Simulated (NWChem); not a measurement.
# ZnH2O2; SMILES [OH][Zn][OH]

```xyz
5

Zn     0.0000     0.0000     0.0907
O     -1.7551     0.1913     0.0130
H     -2.2475    -0.4334     0.5544
O      1.7551    -0.1913     0.0130
H      2.2475     0.4334     0.5544
```
Atoms are numbered in this order, from 1.

Computed with NWChem. Geometry: optimised at PBE0/def2-SVP. Vzz is the largest principal value of the second derivative of the potential at the nucleus (NWChem prints the opposite sign); η is the asymmetry. Non-relativistic.

For level PBE/def2-SVP:

```yaml
Vzz Zn1 (a.u.): -0.982
"η Zn1": 0.13
Vzz O4 (a.u.): 1.362
"η O4": 0.91
```

Task: Estimate the same quantities for level Hartree-Fock/cc-pVTZ.

Result: 
| Quantity | Value |
|---|---|
| Vzz Zn1 (a.u.) | -3.387 |
| η Zn1 | 0.03 |
| Vzz O4 (a.u.) | 1.436 |
| η O4 | 0.65 |
